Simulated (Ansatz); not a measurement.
Stepwise reaction of `CS[SiH](F)F` with hydrogen chloride, as a gas-phase model of exchange steps in deposition or etching. ΔE in kJ/mol; ΔG adds harmonic PBE0-D4 terms to CCSD(T)/CBS, at 1 bar.

Program: Ansatz. Geometries: PBE0-D4/def2-TZVP. ΔE: electronic, gas phase. CCSD(T)/CBS adds triple-zeta CCSD(T) − MP2 to the extrapolated MP2 energy (def2 sets, frozen cores). This one scheme is used for every species. DFT in def2-TZVPP. B3LYP here is the variant with VWN-RPA as its local correlation; programs differ in this. One conformer a species, not always the lowest.

| step | reaction | PBE-D4 | B3LYP-D4 | ωB97M-V | CCSD(T)/CBS | ΔG(500 K) |
| --- | --- | --- | --- | --- | --- | --- |
| 2 | `CS[SiH](F)Cl` + HCl → `CS[SiH](Cl)Cl` + H–F | 35.1 | 44.8 | 43.9 | 40.2 | 46.1 |

(1) Give the row of step 1, `CS[SiH](F)F` + HCl → `CS[SiH](F)Cl` + H–F. (Best estimate.)

(2) By hand: ΔE of the 2 steps together at CCSD(T)/CBS.

## Answers

(1) Ansatz gave: 
| step | reaction | PBE-D4 | B3LYP-D4 | ωB97M-V | CCSD(T)/CBS | ΔG(500 K) |
| --- | --- | --- | --- | --- | --- | --- |
| 1 | `CS[SiH](F)F` + HCl → `CS[SiH](F)Cl` + H–F | 37.2 | 47.5 | 46.3 | 43.8 | 49.9 |

(2) (43.8) + (40.2) = 84.0 kJ/mol, or 42.0 kJ/mol a step.

In ΔE the steps differ by no more than 3.6 kJ/mol. All are uphill at CCSD(T)/CBS. ΔG lies between 46.1 and 49.9 kJ/mol a step. PBE-D4 differs from CCSD(T)/CBS by -6.6 to -5.1 kJ/mol a step. Only this route is followed, and other bonds may react first. Isolated molecules leave out the surface, adducts and barriers. Largest T1 diagnostic: 0.011.
